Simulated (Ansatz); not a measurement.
Geometry optimisation, Ansatz 0.2.0, RKS PBE-D4/def2-SVP.

input.yaml

```yaml
crystal:
  periodic: [false, false, false]
  atoms:
    - { symbol: "N", position_ang: [-1.5184, 0.753, 1.1145] }
    - { symbol: Si, position_ang: [-0.1106, -0.1772, 1.4552] }
    - { symbol: Si, position_ang: [1.2828, -0.0823, -0.2823] }
    - { symbol: B, position_ang: [0.4579, -0.8563, -1.8602] }
    - { symbol: "N", position_ang: [0.7031, 0.6203, -1.7465] }
    - { symbol: H, position_ang: [-1.2397, 1.7751, 0.8575] }
    - { symbol: H, position_ang: [-1.9715, 0.3978, 0.2448] }
    - { symbol: H, position_ang: [-0.4582, -1.5555, 1.6829] }
    - { symbol: H, position_ang: [0.5576, 0.3724, 2.7002] }
    - { symbol: H, position_ang: [2.6773, -0.6423, -0.234] }
    - { symbol: H, position_ang: [-0.1221, -1.7732, -2.4071] }
    - { symbol: H, position_ang: [-0.1813, 1.113, -1.4909] }
basis:
  gaussian: { orbitals: def2-SVP }
hamiltonian:
  xc: pbe
  dispersion: d4
relax:
  f_tol: 0.015
  max_steps: 40
```

Run as:

```bash
$ ansatz run input.yaml --threads 2 --pin off --max-ram 3072MiB --backend cpu --events-out ev --progress --plain --runs-dir out
```

Where does it end, and by what steps?

The forces met the threshold. After 24 steps the energy has fallen by 1.932 eV; H12 moved furthest, 1.37 Å.

```csv
step,energy less start (eV),largest force component (eV/Å),accepted
0,0.0000,2.446,yes
1,-0.8487,2.268,yes
2,-1.4189,1.473,yes
3,-1.6334,1.272,yes
4,-1.7670,0.612,yes
5,-1.8155,1.106,yes
6,-1.8527,0.578,yes
7,-1.8726,0.230,yes
8,-1.8788,0.105,yes
9,-1.8757,0.266,no
10,-1.8823,0.032,yes
11,-1.8853,0.112,yes
12,-1.8904,0.124,yes
13,-1.8951,0.189,yes
14,-1.8953,0.722,yes
15,-1.9044,0.445,yes
16,-1.9172,0.229,yes
17,-1.9245,0.142,yes
18,-1.9273,0.173,yes
19,-1.9292,0.123,yes
20,-1.9310,0.070,yes
21,-1.9315,0.058,yes
22,-1.9317,0.032,yes
23,-1.9317,0.015,yes
24,-1.9318,0.010,yes
```

```xyz
12
Properties=species:S:1:pos:R:3
N -1.693 0.465 1.197
Si -0.065 -0.046 1.628
Si 1.124 -0.699 -0.296
B 0.227 -0.622 -2.051
N 0.865 0.522 -1.621
H -1.752 1.285 0.585
H -2.299 -0.267 0.813
H -0.176 -1.192 2.599
H 0.605 1.115 2.319
H 2.576 -1.101 -0.165
H -0.396 -0.988 -3.021
H 1.061 1.471 -1.954
```

The run took 47 s on 2 threads of AMD EPYC 7B13 (Zen 3), on a shared host, peak memory 0.17 GiB.
